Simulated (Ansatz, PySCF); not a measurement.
Molecule: sum formula SiPH$_{4}$ (charge 0, doublet). It need not be the lowest isomer of its formula. 
Structure (B3LYP-D3(BJ)/def2-TZVP (Ansatz, an electronic-structure program) minimum search):
```xyz
6

Si    -1.1104    -0.0895     0.2616
P      1.0764     0.1108    -0.2618
H     -1.9087     0.1796    -0.9665
H     -1.4426     0.9493     1.2757
H      1.1743    -1.1014    -0.9903
H      1.5769    -0.4366     0.9464
```
Charge 0, spin multiplicity 2.

Property: vertical ionisation energy (to the singlet state of charge +1; each state is the SCF solution reached for its spin; for the singlet the Hartree-Fock reference is unstable and T1 is 0.025), in eV. Valence correlation only, unless marked. UHF or UKS for open shells. No spin-orbit coupling. No relativistic terms. CBS(X,Y): correlation extrapolated as X^-3; Hartree-Fock from the larger set. [CCSD(T)-MP2]/basis is that difference in the basis named.

```csv
level,program,vertical ionisation energy (eV),minus last row
HF/def2-QZVPPD,Ansatz,7.86,-0.18
PBE/def2-TZVPD,Ansatz,7.97,-0.07
r2SCAN/def2-TZVPD,Ansatz,8.16,0.12
BHLYP/def2-TZVPD,Ansatz,8.09,0.05
M06-2X/def2-TZVPD,PySCF,8.09,0.05
B2PLYP/def2-TZVPD,Ansatz,7.97,-0.07
MP2/aug-cc-pV(D+d)Z,Ansatz,7.93,-0.11
MP2/def2-SVPD,Ansatz,7.91,-0.13
MP2/aug-cc-pV(T+d)Z,Ansatz,8.00,-0.04
MP2/def2-TZVPPD,Ansatz,7.98,-0.06
RI-MP2/aug-cc-pV(T+d)Z,Ansatz,8.00,-0.04
RI-MP2/def2-TZVPPD,Ansatz,7.98,-0.06
"RI-MP2/CBS(def2-TZVPPD,def2-QZVPPD)",Ansatz,8.03,-0.01
CCSD/def2-SVPD,Ansatz,7.92,-0.12
CCSD/def2-TZVPPD,Ansatz,8.02,-0.02
CCSD(T)/aug-cc-pV(D+d)Z,Ansatz,7.90,-0.14
CCSD(T)/def2-SVPD,Ansatz,7.88,-0.16
CCSD(T)/aug-cc-pV(T+d)Z,Ansatz,8.01,-0.03
CCSD(T)/def2-TZVPPD,Ansatz,7.99,-0.05
"RI-MP2/CBS(def2-TZVPPD,def2-QZVPPD)+[CCSD(T)-MP2]/def2-TZVPPD",Ansatz,8.03,-0.01
"RI-MP2/CBS(aug-cc-pV(T+d)Z,aug-cc-pV(Q+d)Z)+[CCSD(T)-MP2]/aug-cc-pV(T+d)Z",Ansatz,8.04,0.00
```

For comparison, minus the highest occupied orbital energy (PySCF): 8.64 eV at HF/def2-TZVPD, 6.81 eV at M06-2X/def2-TZVPD, 4.75 eV at BLYP/def2-TZVPD.
